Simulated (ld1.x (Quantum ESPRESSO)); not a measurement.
Building the PAW potential for Ar (Z = 18) (LDA (PZ), scalar-relativistic).

Input for ld1.x (Quantum ESPRESSO) 7.5:

```
&input
   title='Ar', zed=18., rel=1, dft='PZ', iswitch=3,
   config='[Ne] 3s2 3p5',
   nld=2, rlderiv=1.55, eminld=-5.0, emaxld=5.0, deld=0.02
 /
 &inputp
   pseudotype=3, lpaw=.true., tm=.true., lloc=-1, rcloc=1.05,
   nlcc=.true., new_core_ps=.true.,
   which_augfun='PSQ', rmatch_augfun_nc=.true.,
   file_pseudopw='Ar.UPF', file_wfcaegen='ae.wfc', file_wfcncgen='nc.wfc', file_beta='beta', file_chi='chi', file_wfcusgen='us.wfc'
 /
4
3S  1  0   2.00   0.00  1.15  1.40  0.0
3S  1  0   0.00  -1.95  1.15  1.40  0.0
3P  2  1   5.00   0.00  1.00  1.25  0.0
3P  2  1   0.00   1.70  1.00  1.25  0.0
 &test
   configts(1)='3s2 3p5'
 /
```

Command:

```bash
ld1.x < Ar.in > Ar.out
```

Resulting log (shortened: banner, matrices, multipoles, cross overlaps and the repeated all-electron block are left out):

```
Program LD1 v.7.5
     --------------------------- All-electron run ----------------------------

     Ar
     scalar relativistic calculation

     atomic number is 18.00
     dft =PZ   lsd =0 sic =0 latt =0  beta=0.20 tr2=1.0E-14
     Exchange-correlation= PZ
                           (   1   1   0   0   0   0   0)
     mesh =1161 r(mesh) = 100.44680 a.u. xmin = -7.00 dx = 0.01250
     1 Ry =  13.60569312 eV, c = 137.03599908

     n l     nl                  e(Ry)          e(Ha)          e(eV)
     1 0     1S 1( 2.00)      -229.6494      -114.8247     -3124.5399
     2 0     2S 1( 2.00)       -22.7727       -11.3864      -309.8388
     2 1     2P 1( 6.00)       -17.9181        -8.9591      -243.7884
     3 0     3S 1( 2.00)        -2.6924        -1.3462       -36.6322
     3 1     3P 1( 5.00)        -1.6320        -0.8160       -22.2046

     final scf error:  5.9E-15 reached in  21 iterations

     Etot =   -1054.426610 Ry,    -527.213305 Ha,  -14346.204874 eV

     Ekin =    1059.229648 Ry,     529.614824 Ha,   14411.553540 eV
     Encl =   -2502.972215 Ry,   -1251.486107 Ha,  -34054.671846 eV
     Eh   =     447.193158 Ry,     223.596579 Ha,    6084.372871 eV
     Exc  =     -57.877201 Ry,     -28.938601 Ha,    -787.459439 eV

     normalization and overlap integrals

     s(1S/1S) =  1.000000  <r> =   0.0859  <r2> =    0.0099  r(max) =   0.0563
     s(2S/2S) =  1.000000  <r> =   0.4155  <r2> =    0.2049  r(max) =   0.3403
     s(2P/2P) =  1.000000  <r> =   0.3772  <r2> =    0.1769  r(max) =   0.2821
     s(3S/3S) =  1.000000  <r> =   1.3697  <r2> =    2.1733  r(max) =   1.1585
     s(3P/3P) =  1.000000  <r> =   1.5534  <r2> =    2.8599  r(max) =   1.2644

     ------------------------ End of All-electron run ------------------------

     --------------------- Generating PAW atomic setup --------------------

      Generating local potential from pseudized AE potential:
      Matching radius rcloc =   1.0500

      Local pseudo, rcloc= 1.061 Estimated cut-off energy=    21.22 Ry

      Computing core charge for nlcc:

       r > 0.72 : true rho core
      Core charge pseudized with two Bessel functions
      Integrated core pseudo-charge :   5.42
      Wfc-us  3S rcutus= 1.397  Estimated cut-off energy=    24.20 Ry
      Wfc-us  3S rcutus= 1.397  Estimated cut-off energy=    25.81 Ry
      Wfc-us  3P rcutus= 1.264  Estimated cut-off energy=    46.85 Ry
      Wfc-us  3P rcutus= 1.264  Estimated cut-off energy=    54.42 Ry

     Required augmentation: PSQ   radius:    1.400000

     Q pseudized with Bessel functions
     Expected ecutrho=     264.9519 due to l1=  1   l2=  1

     Estimated PAW energy =  -90.968376 Ryd

     ------------------- End of pseudopotential generation -------------------

     Computing logarithmic derivative in   1.55410
     Computing logarithmic derivative in   1.55410
     Computing the partial wave expansion
     R is outside the sphere for l=    0 j= 0.00
     R is outside the sphere for l=    0 j= 0.00
     R is outside the sphere for l=    1 j= 0.00
     R is outside the sphere for l=    1 j= 0.00

     ---------------------- Testing the pseudopotential ----------------------

     Ar
     scalar relativistic calculation

     atomic number is 18.00   valence charge is  8.00
     dft = SLA  PZ   NOGX NOGC   lsd =0 sic =0 latt =0  beta=0.20 tr2=1.0E-14
     mesh =1161 r(mesh) = 100.44680 xmin = -7.00 dx = 0.01250

     n l     nl             e AE (Ry)        e PS (Ry)    De AE-PS (Ry)
     1 0     3S   1( 2.00)       -2.69242       -2.69243        0.00001
     2 1     3P   1( 5.00)       -1.63200       -1.63202        0.00001

     eps = 6.6E-18  iter =  4

     Etot =   -1054.426610 Ry,    -527.213305 Ha,  -14346.204874 eV
     Etotps =   -90.968449 Ry,     -45.484225 Ha,   -1237.688802 eV

     Ekin =      52.150698 Ry,      26.075349 Ha,     709.546386 eV
     Encl =    -114.804288 Ry,     -57.402144 Ha,   -1561.991910 eV
     Ehrt =      29.562333 Ry,      14.781167 Ha,     402.216032 eV
     Ecxc =     -57.877192 Ry,     -28.938596 Ha,    -787.459311 eV
     (Ecc =     -14.226693 Ry,      -7.113347 Ha,    -193.564024 eV)

     ---------------------- End of pseudopotential test ----------------------
```

Generation and configuration tests took about 1.5 s on one core of a shared server CPU.

Transferability test of the new file with ld1.x, input:

```
&input
   title='Ar', zed=18., rel=1, dft='PZ', iswitch=2,
   config='[Ne] 3s2 3p5'
 /
 &test
   file_pseudo='Ar.UPF', nconf=9,
   configts(1)='3s2 3p5',
   configts(2)='3s2 3p6',
   configts(3)='3s2 3p4',
   configts(4)='3s2 3p3',
   configts(5)='3s2 3p2',
   configts(6)='3s2 3p5.5',
   configts(7)='3s1 3p6',
   configts(8)='3s2 3p5', lsdts(8)=1,
   configts(9)='3s2 3p4', lsdts(9)=1
 /
```

```bash
ld1.x < Ar.test.in > Ar.test.out
```

Pseudopotential blocks of its output, shortened (energy terms left out):

```
     ---------------------- Testing the pseudopotential ----------------------

     n l     nl             e AE (Ry)        e PS (Ry)    De AE-PS (Ry)
     1 0     3S   1( 2.00)       -2.69242       -2.69243        0.00001
     2 1     3P   1( 5.00)       -1.63200       -1.63202        0.00001

     eps = 6.6E-18  iter =  4

     Etot =   -1054.426610 Ry,    -527.213305 Ha,  -14346.204874 eV
     Etotps =   -90.968449 Ry,     -45.484225 Ha,   -1237.688802 eV

     ---------------------- End of pseudopotential test ----------------------

          ---------------------- Testing the pseudopotential ----------------------

     n l     nl             e AE (Ry)        e PS (Ry)    De AE-PS (Ry)
     1 0     3S   1( 2.00)       -1.78331       -1.78330       -0.00001
     2 1     3P   1( 6.00)       -0.76340       -0.76340       -0.00001

     eps = 2.7E-15  iter =  9

     Etot =   -1055.614150 Ry,    -527.807075 Ha,  -14362.362180 eV
     Etotps =   -92.156107 Ry,     -46.078053 Ha,   -1253.847711 eV
     dEtot_ae =      -1.187540 Ry
     dEtot_ps =      -1.187658 Ry,   Delta E=       0.000118 Ry

     ---------------------- End of pseudopotential test ----------------------

          ---------------------- Testing the pseudopotential ----------------------

     n l     nl             e AE (Ry)        e PS (Ry)    De AE-PS (Ry)
     1 0     3S   1( 2.00)       -3.70874       -3.70906        0.00032
     2 1     3P   1( 4.00)       -2.60859       -2.60891        0.00032

     eps = 6.8E-15  iter = 11

     Etot =   -1052.314655 Ry,    -526.157327 Ha,  -14317.470258 eV
     Etotps =   -88.856166 Ry,     -44.428083 Ha,   -1208.949727 eV
     dEtot_ae =       2.111955 Ry
     dEtot_ps =       2.112283 Ry,   Delta E=      -0.000328 Ry

     ---------------------- End of pseudopotential test ----------------------

          ---------------------- Testing the pseudopotential ----------------------

     n l     nl             e AE (Ry)        e PS (Ry)    De AE-PS (Ry)
     1 0     3S   1( 2.00)       -4.81333       -4.81463        0.00130
     2 1     3P   1( 3.00)       -3.67579       -3.67706        0.00127

     eps = 6.9E-15  iter = 12

     Etot =   -1049.179772 Ry,    -524.589886 Ha,  -14274.818007 eV
     Etotps =   -85.720292 Ry,     -42.860146 Ha,   -1166.283984 eV
     dEtot_ae =       5.246838 Ry
     dEtot_ps =       5.248157 Ry,   Delta E=      -0.001319 Ry

     ---------------------- End of pseudopotential test ----------------------

          ---------------------- Testing the pseudopotential ----------------------

     n l     nl             e AE (Ry)        e PS (Ry)    De AE-PS (Ry)
     1 0     3S   1( 2.00)       -5.99380       -5.99737        0.00357
     2 1     3P   1( 2.00)       -4.82208       -4.82552        0.00344

     eps = 6.8E-15  iter = 10

     Etot =   -1044.937374 Ry,    -522.468687 Ha,  -14217.097237 eV
     Etotps =   -81.475323 Ry,     -40.737662 Ha,   -1108.528248 eV
     dEtot_ae =       9.489236 Ry
     dEtot_ps =       9.493126 Ry,   Delta E=      -0.003889 Ry

     ---------------------- End of pseudopotential test ----------------------

          ---------------------- Testing the pseudopotential ----------------------

     n l     nl             e AE (Ry)        e PS (Ry)    De AE-PS (Ry)
     1 0     3S   1( 2.00)       -2.22278       -2.22276       -0.00002
     2 1     3P   1( 5.50)       -1.18268       -1.18266       -0.00002

     eps = 4.8E-18  iter =  9

     Etot =   -1055.129031 Ry,    -527.564515 Ha,  -14355.761796 eV
     Etotps =   -91.670939 Ry,     -45.835469 Ha,   -1247.246661 eV
     dEtot_ae =      -0.702421 Ry
     dEtot_ps =      -0.702490 Ry,   Delta E=       0.000069 Ry

     ---------------------- End of pseudopotential test ----------------------

          ---------------------- Testing the pseudopotential ----------------------

     n l     nl             e AE (Ry)        e PS (Ry)    De AE-PS (Ry)
     1 0     3S   1( 1.00)       -2.73788       -2.73791        0.00003
     2 1     3P   1( 6.00)       -1.67159       -1.67161        0.00001

     eps = 7.0E-16  iter =  9

     Etot =   -1053.363247 Ry,    -526.681623 Ha,  -14331.737084 eV
     Etotps =   -89.905067 Ry,     -44.952534 Ha,   -1223.220757 eV
     dEtot_ae =       1.063363 Ry
     dEtot_ps =       1.063382 Ry,   Delta E=      -0.000019 Ry

     ---------------------- End of pseudopotential test ----------------------

          ---------------------- Testing the pseudopotential ----------------------

     n l     nl             e AE (Ry)        e PS (Ry)    De AE-PS (Ry)
     1 0     3S   1( 1.00)       -2.72586       -2.72587        0.00001
     2 1     3P   1( 3.00)       -1.66276       -1.66276        0.00000
     1 0     3S   2( 1.00)       -2.65375       -2.65379        0.00003
     2 1     3P   2( 2.00)       -1.59658       -1.59661        0.00003

     eps = 2.1E-16  iter =  6

     Etot =   -1054.443130 Ry,    -527.221565 Ha,  -14346.429637 eV
     Etotps =   -90.984963 Ry,     -45.492482 Ha,   -1237.913485 eV
     dEtot_ae =      -0.016520 Ry
     dEtot_ps =      -0.016514 Ry,   Delta E=      -0.000006 Ry

     ---------------------- End of pseudopotential test ----------------------

          ---------------------- Testing the pseudopotential ----------------------

     n l     nl             e AE (Ry)        e PS (Ry)    De AE-PS (Ry)
     1 0     3S   1( 1.00)       -3.77906       -3.77936        0.00030
     2 1     3P   1( 3.00)       -2.67459       -2.67489        0.00030
     1 0     3S   2( 1.00)       -3.61375       -3.61422        0.00047
     2 1     3P   2( 1.00)       -2.51978       -2.52020        0.00042

     eps = 6.2E-15  iter = 11

     Etot =   -1052.391394 Ry,    -526.195697 Ha,  -14318.514356 eV
     Etotps =   -88.932854 Ry,     -44.466427 Ha,   -1209.993116 eV
     dEtot_ae =       2.035216 Ry
     dEtot_ps =       2.035595 Ry,   Delta E=      -0.000380 Ry

     ---------------------- End of pseudopotential test ----------------------
```
